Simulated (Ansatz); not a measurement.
Species: 2,2-difluoropropanal, C$_{3}$H$_{4}$F$_{2}$O, net charge 0, singlet state. SMILES: CC(F)(F)C=O
Coordinates optimised at B3LYP-D3(BJ)/def2-TZVP (Ansatz, a first-principles code):
```
C
F 1 1.3754
F 1 1.3754 2 106.16
C 1 1.4977 2 110.86 3 120.47
H 4 1.0884 1 109.77 2 -179.11
H 4 1.0884 5 108.70 1 120.08
H 4 1.0890 5 109.80 6 120.14
C 1 1.5361 2 105.97 3 -112.39
O 8 1.1968 1 123.57 2 -123.74
H 8 1.1067 9 123.17 1 180.00
```
Charge 0, spin multiplicity 1.

Wanted: vertical triplet-singlet gap (E(triplet) - E(singlet); each state is the SCF solution reached for its spin), in kcal/mol. Correlated levels leave the core frozen unless marked. Open shells are spin-unrestricted. No spin-orbit coupling. No relativistic terms. 

```
level                 program  vertical triplet-singlet gap (kcal/mol)
--------------------  -------  ---------------------------------------
HF/aug-cc-pVDZ         Ansatz                                     66.0
SVWN5/def2-TZVPD       Ansatz                                     77.7
PBE/def2-TZVPD         Ansatz                                     76.4
B3LYP/def2-TZVPD       Ansatz                                     79.4
PBE0/def2-TZVPD        Ansatz                                     77.4
BHLYP/def2-TZVPD       Ansatz                                     78.0
CAM-B3LYP/def2-TZVPD   Ansatz                                     80.2
wB97M-V/def2-TZVPD     Ansatz                                     83.8
wB97X-V/def2-TZVPD     Ansatz                                     82.8
B2PLYP/def2-TZVPD      Ansatz                                     85.2
MP2/aug-cc-pVDZ        Ansatz                                     98.3
RI-MP2/aug-cc-pVTZ     Ansatz                                     98.4
SCS-MP2/aug-cc-pVDZ    Ansatz                                     98.3
CCSD(T)/aug-cc-pVDZ    Ansatz                                     88.2
```
